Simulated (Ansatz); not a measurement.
`O[SiH](O)N[SiH](F)F` → `O[Si@@H](F)N[Si@@H](O)F`  (isomerisation)

Calculated with Ansatz (gas phase, PBE0-D4/def2-TZVP geometries, no zero-point term in ΔE). CCSD(T)/CBS is the MP2 limit (def2-TZVPP, def2-QZVPP) plus CCSD(T) − MP2 in def2-TZVPP, frozen cores. DFT in def2-TZVPP. B3LYP here is the variant with VWN-RPA as its local correlation; programs differ in this. One conformer a species, not always the lowest.

Is it downhill or uphill in electronic energy at CCSD(T)/CBS, and by how much? (Best estimate.)

Computed: Downhill: ΔE = -7.0 kJ/mol.

What do these levels give: PBE-D4, r2SCAN-D4, B3LYP-D4, ωB97X-V, ωB97M-V, r2SCAN, B3LYP, MP2/def2-TZVPP, SCS-MP2/def2-TZVPP, CCSD/def2-TZVPP, HF/CBS(def2), CCSD/CBS(def2)? (An estimate is asked.)

Computed: PBE-D4 -7.9, r2SCAN-D4 -7.1, B3LYP-D4 -7.9, ωB97X-V -7.8, ωB97M-V -7.7, r2SCAN -7.2, B3LYP -8.0, MP2/def2-TZVPP -7.1, SCS-MP2/def2-TZVPP -6.8, CCSD/def2-TZVPP -6.9, HF/CBS(def2) -6.0, CCSD/CBS(def2) -6.8 kJ/mol.

Largest T1 diagnostic among the species: 0.012.
